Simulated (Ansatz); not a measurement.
Basis-set extrapolation for `SS[SiH2]Cl` (PBE0-D4/def2-TZVP geometry, frozen core, Ansatz). Multiplicity 1, RHF reference.

```tsv
	def2-TZVPP	def2-QZVPP
HF	-1545.369813	-1545.414343
MP2 correlation	-0.661529	-0.723996
CCSD(T) correlation	-0.754921	not run
```

Energies in hartree. Use E(X) = E(∞) + A·exp(−7.88·√X) for Hartree–Fock and E(X) = E(∞) + B·X^(−2.97) for correlation, with X = 3 and 4, and add CCSD(T) minus MP2 of the smaller set to the MP2 limit.

**Question.** What is the CCSD(T) energy at the basis-set limit?

**Answer.** HF limit: -1545.414343 + (-0.044530) × 0.13774 = -1545.42048. MP2 limit: -0.723996 + (-0.062467) × 0.74074 = -0.77027. Higher-order term: -0.754921 − (-0.661529) = -0.09339. Total: -1546.28414 hartree, 4.34 eV below CCSD(T)/def2-TZVPP.
